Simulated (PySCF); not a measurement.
# Bond length, frequency and bond energy of HfN⁺ by level of theory

State: triplet, unpaired electrons σ ↑, π ↑, a mixture of terms (⟨Lz²⟩ = 1.3). Set-up: basis Hf def2-TZVPPD with ECP60, N def2-TZVPPD; scalar-relativistic core potentials; PySCF 2.14. De refers to Hf⁺ (5d1 6s2) + N in their high-spin ground configurations, without counterpoise correction. The functionals are run spin-unrestricted. A positive dipole points towards N; it is taken about the centre of mass and depends on that origin. Levels whose curve was spin-contaminated or gave no clean fit are not listed.

```csv
Level,Re (Å),ωe (cm⁻¹),De (eV),μ (D),"CPU s a point (SCF and correlation, without the integrals)"
ROHF,1.801,964,n/a,-5.42,1.3
ROHF-MP2,1.841,860,n/a,n/a,2.3
ROHF-SCS-MP2,1.841,852,n/a,n/a,n/a
ROHF-CCSD,1.828,882,2.90,n/a,n/a
ROHF-CCSD(T),1.848,832,3.28,n/a,93
PBE,1.840,848,n/a,-3.85,1.6
revPBE,1.845,840,n/a,-3.89,0.8
r²SCAN,1.832,873,n/a,-4.26,1.7
PBE0,1.817,901,n/a,-4.31,2.9
M06,1.814,888,n/a,-3.98,5.5
MN15,1.817,911,n/a,-4.44,3
ωB97X,1.807,924,n/a,-4.57,3.7
```

Q: What does a quarter of exact exchange do here, going from PBE to PBE0?

A: PBE0 less PBE: -2.3 pm in Re, +6.2 % in ωe. Exact exchange removes part of the self-interaction that spreads semilocal densities, and in most molecules shortens and stiffens the bond and lowers De; so it does here.

Q: What does the step from GGA to meta-GGA do here, going from PBE to r²SCAN?

A: r²SCAN less PBE: -0.8 pm in Re, +2.9 % in ωe. 

Q: What does the triples do here, going from ROHF-CCSD to ROHF-CCSD(T)?

A: ROHF-CCSD(T) less ROHF-CCSD: +2.0 pm in Re, -5.7 % in ωe, +0.38 eV in De. Correlation nearly always deepens the well. The bond lengthens, as in strong covalent bonds, where excitations into antibonding orbitals dominate.

Correlated steps freeze 1 core orbital. De is left out where the level can put another filling of the metal’s s and d shells below the measured ground configuration, by anything from nothing to about 1 eV. Spin–orbit coupling is left out, which matters for elements this heavy, above all for dissociation energies. For an ion De counts to the pair picked by the measured ionisation energies or electron affinities, which need not be the lowest pair at this level. Counting both spins, an empty level lies below a filled one in some of these solutions, because spin and occupation are held. The state is the lowest single determinant that the PBE0 search found; with open d or f shells the true ground state can be another one.

The whole job (state search and all levels along the bond) took about 12 min on 2 threads of Intel Xeon Platinum 8488C (shared host), peak memory 4.3 GiB.
